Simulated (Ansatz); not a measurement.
Reaction (ligand exchange at a Zn–N bond): `C[N](C)[ZnH]` + silanol → `[SiH3][O][ZnH]` + dimethylamine

Isolated molecules relaxed with PBE0-D4/def2-TZVP in Ansatz; ΔE leaves out vibrations. CCSD(T)/CBS adds triple-zeta CCSD(T) − MP2 to the extrapolated MP2 energy (def2 sets, frozen cores). DFT in def2-TZVPP. B3LYP here is the variant with VWN-RPA as its local correlation; programs differ in this. HSE06 is defined as in plane-wave codes. For Zn outer-core shells are correlated without core-valence functions, which leaves a few kJ/mol of doubt a bond. Scalar relativity is left out up to krypton.

```
             level  ΔE (kJ/mol)  difference from CCSD(T)/CBS
       LDA (SPW92)        -49.9                         17.5
         revPBE-D4        -54.7                         12.7
           PBE0-D4        -62.4                          5.0
          B3LYP-D4        -65.0                          2.4
           ωB97X-V        -68.1                         -0.7
           ωB97M-V        -66.0                          1.4
            B2PLYP        -67.8                         -0.4
          PBE-QIDH        -66.9                          0.5
           r2SCANh        -65.9                          1.5
             HSE06        -64.1                          3.3
             BHLYP        -75.9                         -8.5
  CCSD(T)/def2-SVP        -78.7                        -11.3
     HF/def2-TZVPP        -89.7                        -22.3
CCSD(T)/def2-TZVPP        -66.3                          1.1
      HF/CBS(def2)        -92.2                        -24.8
     MP2/CBS(def2)        -64.0                          3.4
       CCSD(T)/CBS        -67.4                            0
```

Largest T1 diagnostic among the species: 0.016.

From r2SCAN to r2SCAN0 (25 % exact exchange), in def2-TZVPP and without D4, ΔE moves by −4.0 kJ/mol. Leaving LDA and LC-ωPBE aside and taking each functional with its dispersion term where it has one, the values, not all of them listed here, spread over 19.1 kJ/mol, from BHLYP-D4 to revPBE-D4. LDA lies +8.1 kJ/mol from PBE without D4.
